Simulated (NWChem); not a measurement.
Species: CrO2Cl2; SMILES [Cr](=[O])([Cl])(=[O])[Cl]

Question: Give the equilibrium geometry at PBE0/def2-SVP (NWChem) as an XYZ file, with the point group.

Answer: point group C2v; any orientation.
```
5

Cr     0.0000     0.0000     0.3395
O      0.0000    -1.2396     1.2279
O      0.0000     1.2396     1.2279
Cl     1.7464     0.0000    -0.8481
Cl    -1.7464     0.0000    -0.8481
```
